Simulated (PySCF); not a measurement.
Species: C₄H₉FGe.
Numbering: `[F:1][C@H:2]1[CH2:3][CH2:4][GeH2:5][CH2:6]1` (hydrogens: H7 on C2; H8, H9 on C3; H10, H11 on C4; H12, H13 on Ge5; H14, H15 on C6)

Computed with PySCF at B3LYP/def2-SVPD, non-relativistic, on one gas-phase PBE0-D3(BJ)/def2-SVP geometry that isn't relaxed in the solvent. The solvent is an IEF-PCM continuum (cavity from Bondi-type radii × 1.2). Only the electrostatic response of the medium enters. Spin–orbit coupling is left out although an atom past zinc is present.

Gas phase at B3LYP/def2-SVPD: HOMO -7.86 eV, LUMO 0.13 eV, dipole 1.79 D.

Question: What does the continuum do to the energy, the frontier levels and the dipole at B3LYP/def2-SVPD in chloroform and dimethylsulfoxide?

Answer: 
| solvent | ε | E(solvent) − E(gas) (kJ/mol) | polarisation term (kJ/mol) | distortion of the solute (kJ/mol) | HOMO (eV) | LUMO (eV) | dipole (D) |
| --- | --- | --- | --- | --- | --- | --- | --- |
| chloroform | 4.711 | -7.96 | -8.96 | 1.00 | -7.71 | 0.26 | 2.24 |
| dimethylsulfoxide | 46.83 | -11.21 | -13.39 | 2.18 | -7.67 | 0.28 | 2.48 |

Polarisation term: ½ Σ q·V over the induced surface charges. Distortion: the rise of the solute's own energy as its density leaves the gas-phase optimum. The atom shares or the degeneracy of the LUMO differ from the gas phase in dimethylsulfoxide, so that column needn't follow one orbital. From chloroform to dimethylsulfoxide the lowering changes by a factor 1.41, Onsager's factor (ε − 1)/(2ε + 1) by 1.36 and ε itself by 9.9.

Question: Which radius a makes the point-dipole formula ΔE = −[(ε − 1)/(2ε + 1)]·μ²/a³ give the value in dimethylsulfoxide, with the gas-phase dipole?

Answer: μ = 0.704 au and |ΔE| = 0.00427 Eh give a = 2.03 Å; the farthest nucleus lies 2.80 Å from the centroid of the nuclei, so such a sphere wouldn't even hold the nuclei. The formula assumes a rigid point dipole at the centre of a sphere.

Question: How does the static polarisability (B3LYP/def2-SVPD, frozen core, with the continuum's full static response) change?

Answer: 
```tsv
medium	isotropic (au)	principal values (au)	⟨r²⟩ of the electrons (bohr²)
gas	77.7	69.5, 76.6, 86.9	818.8
chloroform	97.5	88.2, 95.6, 108.7	818.7
dimethylsulfoxide	107.4	98.8, 104.8, 118.7	818.7
```

The isotropic value in dimethylsulfoxide is 1.38 times the gas-phase one; no cavity-field correction is applied. ⟨r²⟩ is taken about the centre of nuclear charge.
